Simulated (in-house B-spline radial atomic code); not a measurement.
**RPA and G0W0 on wB97X: neutral nitrogen**

Configuration [He] 2s2 2p3, highest spin, mean-field start wB97X. Computed with an all-electron radial atomic-structure program (B-spline basis): all electrons, scalar-relativistic (spin-free one-electron X2C), finite nucleus, each spin shell either full or empty, empty states to l = 9 with an (l + 1/2)⁻⁴ tail; G0W0 by contour deformation at full frequency.

Command:
```bash
python run_gw.py task.json out
```
Settings (radii: box in bohr, nucleus in fm):
```
Z                        7
electrons                7
configuration            [He] 2s2 2p3
hamiltonian              x2c
method                   wb97x
lmax                     9
rms_radius               2.5582
spin_polarised           True
box_radius               40
intervals                75
```

Time taken, with all properties: 2.7 s on 1 thread of Arm Neoverse N1, with other jobs on the host.

Energies (hartree):

| term | value |
| --- | --- |
| mean-field total | -54.62492 |
| Hartree-Fock functional on these orbitals | -54.43112 |
| direct second order | -0.34543 |
| second-order exchange | 0.1585 |
| SOSEX correction | 0.14129 |

(1) What is the RPA correlation energy, and what remains with SOSEX?

Quasi-particle levels (eV):

| level | occupied | mean field | Σx - vxc | Σc | QP weight | G0W0 |
| --- | --- | --- | --- | --- | --- | --- |
| 2p up | yes | -12.690 | -2.94 | ? | ? | ? |
| 2s down | yes | -19.538 | -0.36 | -1.05 | 0.921 | -20.944 |

G0W0 = mean field + (Σx - vxc) + Σc, with Σc (partial-wave tail included) taken at the quasi-particle energy. Levels of low weight are left out.

(2) Where does G0W0 put 2p up?

Answers

(1) RPA gives -0.2993 hartree (-1.16 eV per electron); RPA + SOSEX gives -0.15801, and the second-order doubles -0.18692 hartree (no singles). SOSEX takes back 47 % of the RPA value.

(2) At -14.784 eV, with Σc = 0.85 eV and a quasi-particle weight of 0.916. The tabulated removal energy is 14.534 eV (NIST, measured).
